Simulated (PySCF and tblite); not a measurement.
The numbers below are computed, except where a source is named.
System: C₆H₁₁N, numbered as in [CH2:1]=[CH:2][CH2:3][C@H:4]1[CH2:5][CH2:6][NH:7]1.

Motion: pyramidal inversion at N7. GFN2-xTB gives an electronic barrier of 5.4 kcal/mol and a reaction energy of 0.7 kcal/mol.

(1) What does PBE0/pcSseg-1 + D3(BJ) give on GFN2-xTB geometries?

Programs: tblite and PySCF.

Answers

(1) A barrier of 4.6 kcal/mol, 0.8 below the tight-binding barrier (from unrounded values), a reaction energy of -0.1 kcal/mol and, with GFN2-xTB thermal terms, ΔG‡(298 K) = 3.5 kcal/mol and k = 1.6×10¹⁰ s⁻¹ (1 equivalent path).
